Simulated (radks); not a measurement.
The numbers below are computed, except where a source is named.
Ca3+, configuration [He] 2s2 2p5 3s2 3p5 4s1 (not the ground configuration). Level of theory: Dirac Kohn-Sham, PBE, spin-unpolarised, spherical densities, point nucleus; open shells fill j = l - 1/2 first (a radial shooting solver on a logarithmic mesh with Libxc functionals).

Spin-orbit splittings of the eigenvalues, e(l+1/2) - e(l-1/2), with zeta = 2 splitting/(2l+1) and mean radii in bohr:

\begin{tabular}{lrrrrr}
shell & occ. & splitting (eV) & zeta (eV) & <r> j=l-1/2 & <r> j=l+1/2 \\ \hline
2p & 5 & 3.890 & 2.594 & 0.3176 & 0.3200 \\
3p & 5 & 0.5097 & 0.3398 & 1.113 & 1.119 \\
3d & 0 & 0.05573 & 0.02229 & 1.229 & 1.230 \\
4p & 0 & 0.08570 & 0.05713 & 2.966 & 2.977 \\
4f & 0 & 0.0004259 & 0.0001217 & 4.345 & 4.345 \\
\end{tabular}
